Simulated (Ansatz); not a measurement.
def2 core potentials replace the inner electrons of Sn.

All values below come from frozen-core CCSD(T)/def2-TZVPP // PBE0-D3(BJ)/def2-SVP (Ansatz, a first-principles code).

Ansatz 0.2 input:
```yaml
crystal:
  periodic: [false, false, false]
  atoms:
    - { symbol: C, position_ang: [-1.034651, -0.118445, 0.033826] }
    - { symbol: Sn, position_ang: [1.13088, 0.130093, -0.03707] }
    - { symbol: Cl, position_ang: [1.497693, -1.631131, -1.815377] }
    - { symbol: Cl, position_ang: [1.052392, 2.567413, -0.709637] }
    - { symbol: Cl, position_ang: [1.503062, -0.470515, 2.391856] }
    - { symbol: H, position_ang: [-1.267632, -1.19051, -0.030083] }
    - { symbol: H, position_ang: [-1.404578, 0.29608, 0.981989] }
    - { symbol: H, position_ang: [-1.478119, 0.419197, -0.81587] }
basis:
  gaussian: { orbitals: def2-TZVPP }
correlation:
  method: ccsd_t
total_charge: -1
magnetization:
  spin_polarized: true
  initial_magnetization: 1
```

Output:

```
Functional definition: HF
1626 factors; integrals over basis functions are off by at most 8.4e-4 eV
mean field evaluation 1: about -44398.8864 eV, gradient 1.8e1 eV
mean field evaluation 2: about -44398.8967 eV, gradient 1.8e1 eV
mean field evaluation 4: about -44401.0816 eV, gradient 2.3e0 eV
mean field evaluation 8: about -44401.1695 eV, gradient 1.3e-1 eV
mean field evaluation 16: about -44400.6197 eV, gradient 9.8e0 eV
mean field -44401.17007930 eV, -1631.7129042202 hartree, gradient 1.8e-6 eV, S^2 0.763568; 0 other end points of the search recorded, 0 dependent functions left out
20 core orbitals not correlated
reference -44401.17007930 eV, -1631.7129042202 hartree; 22, 21 occupied and 207, 208 virtual orbitals, 1626 factors
second order -29.09482303 eV of doubles, -0.00000000 eV of singles
cycle   1  -29.73024876 eV  change   -6.4e-1 eV  update   1.2e-1
cycle   2  -30.36222026 eV  change   -6.3e-1 eV  update   3.3e-2
cycle   3  -30.49997001 eV  change   -1.4e-1 eV  update   2.1e-2
cycle   4  -30.48751672 eV  change    1.2e-2 eV  update   7.1e-3
cycle   5  -30.48349394 eV  change    4.0e-3 eV  update   3.5e-3
cycle   6  -30.48462371 eV  change   -1.1e-3 eV  update   1.2e-3
cycle   7  -30.48470291 eV  change   -7.9e-5 eV  update   5.6e-4
cycle   8  -30.48478080 eV  change   -7.8e-5 eV  update   1.9e-4
cycle   9  -30.48482499 eV  change   -4.4e-5 eV  update   8.1e-5
cycle  10  -30.48476595 eV  change    5.9e-5 eV  update   3.1e-5
cycle  11  -30.48477769 eV  change   -1.2e-5 eV  update   1.8e-5
perturbative correction -1.21954015 eV, -0.0448172739 hartree
Total energy: -44432.87439714 eV, -1632.8780164108 hartree
```

Cost: very roughly 27 core-minutes.
